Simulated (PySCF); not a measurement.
C₃H₆BFO, SMILES C(O)B(F)C=C.

Geometry: ωB97X-D3(BJ)/def2-SVP. The structure was generated by enumeration, and PubChem lists no compound with its InChIKey, so it may never have been made. Other conformers were not sampled.

The numbers are results of TDA-LC-ωPBE/def2-SVPD (PySCF 2.14.0), not measurements.

Vertical excitations. Gas-phase values at a fixed geometry.

Problem. Give excitation energies, oscillator strengths and character. (An estimate is asked for; the answer gives what the named calculation found.)

Solution. 
| state | energy (eV) | λ (nm) | f | main pairs |
|---|---|---|---|---|
| S1 | 5.39 | 230 | 0.001 | HOMO→LUMO 76 %, HOMO−2→LUMO 12 % |
| S2 | 6.90 | 180 | 0.343 | HOMO−1→LUMO 52 %, HOMO−2→LUMO 15 %, HOMO−3→LUMO 15 %, HOMO→LUMO 8 % |
| S3 | 6.95 | 178 | 0.190 | HOMO−1→LUMO 41 %, HOMO−3→LUMO 22 %, HOMO−2→LUMO 17 % |
| S4 | 7.37 | 168 | 0.002 | HOMO→LUMO+2 37 %, HOMO→LUMO+1 30 %, HOMO−3→LUMO 10 %, HOMO−4→LUMO 8 % |
| S5 | 7.66 | 162 | 0.001 | HOMO−2→LUMO 40 %, HOMO−4→LUMO 22 %, HOMO−3→LUMO 16 % |
| S6 | 8.40 | 148 | 0.020 | HOMO−4→LUMO 29 %, HOMO→LUMO+1 13 %, HOMO−3→LUMO 9 %, HOMO→LUMO+2 9 % |
| S7 | 8.44 | 147 | 0.007 | HOMO→LUMO+1 30 %, HOMO→LUMO+2 15 %, HOMO−4→LUMO 14 %, HOMO→LUMO+3 8 % |
| S8 | 8.55 | 145 | 0.088 | HOMO−1→LUMO+1 64 %, HOMO−1→LUMO+3 23 % |
| S9 | 8.92 | 139 | 0.003 | HOMO→LUMO+6 18 %, HOMO−6→LUMO 17 %, HOMO→LUMO+4 13 %, HOMO−5→LUMO 11 % |
| S10 | 9.07 | 137 | 0.013 | HOMO→LUMO+4 22 %, HOMO→LUMO+3 20 %, HOMO→LUMO+5 17 %, HOMO−2→LUMO+2 7 % |
| T1 | 3.64 | 341 | 0 | HOMO−1→LUMO 88 % |
| T2 | 4.90 | 253 | 0 | HOMO→LUMO 67 %, HOMO−2→LUMO 16 % |
| T3 | 6.27 | 198 | 0 | HOMO−3→LUMO 46 %, HOMO−2→LUMO 20 %, HOMO→LUMO 14 % |
| T4 | 6.92 | 179 | 0 | HOMO→LUMO+2 39 %, HOMO→LUMO+1 21 %, HOMO−4→LUMO 9 %, HOMO−3→LUMO 7 % |
Triplets are in the Tamm–Dancoff approximation.
